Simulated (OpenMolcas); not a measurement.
**Ne+: effect of the active space**

- Program: OpenMolcas
- Method: XMS-CASPT2 or its RAS form, IPEA 0.25 Eh, imaginary shift 0.1 Eh
- Basis: ANO-RCC-VTZP
- Scalar Hamiltonian: DKH2, point nucleus
- Spin-orbit coupling: state interaction with AMFI integrals over the reference wave functions, term energies averaged over their components

A. 7 electrons in 4 orbitals (2s 2p); 2S+1 = 2 odd, 3 roots; 2S+1 = 2 even, 1 root; closed shells correlated: 1s; CASPT2 step of the order of 0.7 core-seconds
B. 7 electrons in 8 orbitals (2s 2p 3s 3p); 2S+1 = 2 odd, 3 roots; 2S+1 = 2 even, 1 root; closed shells correlated: 1s; CASPT2 step about 1.8 core-seconds
C. 7 electrons in 9 orbitals (RAS2 2s 2p; RAS3 3d, at most 2 electrons); 2S+1 = 2 odd, 3 roots; 2S+1 = 2 even, 1 root; closed shells correlated: 1s; CASPT2 step about 2.5 core-seconds

Energies in cm-1 above 2s2 2p5 2P* 3/2, the measured ground level; measured values from NIST Handbook of Basic Atomic Spectroscopic Data.

| Level | A | B | C | Measured |
| --- | --- | --- | --- | --- |
| 2s2 2p5 2P* 3/2 | 0.0 | 0.0 | 0.0 | 0.0 |
| 2s2 2p5 2P* 1/2 | 773 | 768 | 769 | 780 |
| 2s 2p6 2S 1/2 | 222310 | 221640 | 218970 | 217048 |

Deviations, from unrounded energies. A percentage is the sum of absolute deviations over the sum of measured energies, with the sign that they share, or ± where signs differ.

```json
{"Against measurement": "mean absolute deviation (cm-1)", "Levels": "2", "A": "2600", "B": "2300", "C": "970"}
{"Against measurement": "fine structure of the ground term (%)", "Levels": "1", "A": "-1.0", "B": "-1.6", "C": "-1.5"}
{"Against measurement": "other configurations (%)", "Levels": "1", "A": "+2.4", "B": "+2.1", "C": "+0.9"}
```

C lies closest to measurement on these levels and A furthest from it. The largest miss of C in the table is 2s 2p6 2S 1/2, by +1900 cm-1. The ranking rests on the paired levels alone, and a cruder setting can come out closer through cancelling errors.

Among A to C the level of the table that moves most is 2s 2p6 2S 1/2, by 3300 cm-1 (lowest in C, highest in A). Moves below CASPT2's spread within the term are not significant.

CASPT2 does not keep the components of a term degenerate, so their means are used; among the terms shown or strongly mixed into the levels shown the widest spread is 42 cm-1 (2s2 2p5 2P*, C). Active for correlation alone: 3p 3s; no level in the range computed is led by a configuration that fills them, so any true level of that kind is missing (holds for B). Active for correlation alone: 3d; no level in the range computed is led by a configuration that fills it, so any true level of that kind is missing (holds for C). Computed and measured levels are paired by configuration, term and J; levels that our copy of the source lacks, or whose pairing is in doubt (as where it misses far off the trend of its configuration), stay unpaired and out of the deviations. Only configurations of the active space appear.

* marks odd parity.
